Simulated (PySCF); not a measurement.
W⁺: interval between two levels

W⁺ [Xe] 4f14 5d4 6s1 [6D9/2, M_J = 9/2] → W⁺ [Xe] 4f14 5d3 6s1 7s1 [6F11/2, M_J = 11/2], as a difference of total energies. Calculation: PySCF 2.14, in x2c-SVPall-2c with one added diffuse shell each of s, d type (8s9p10d2f, 99 functions); the two-component X2C-1e Hamiltonian. "Screened" scales the spin-orbit matrix elements by Boettger's factors to mimic the two-electron term; Breit and QED terms are absent.

```
                   method  interval between two levels (cm⁻¹)
          GHF (spin-free)                               83282
GHF (screened spin-orbit)                               84617
```

The labels give the starting determinants; with spin-orbit coupling the two ends relaxed to ⟨J²⟩ = 24.78, ⟨L²⟩ = 6.56, ⟨S²⟩ = 8.51 and ⟨J²⟩ = 35.91, ⟨L²⟩ = 13.45, ⟨S²⟩ = 8.12.
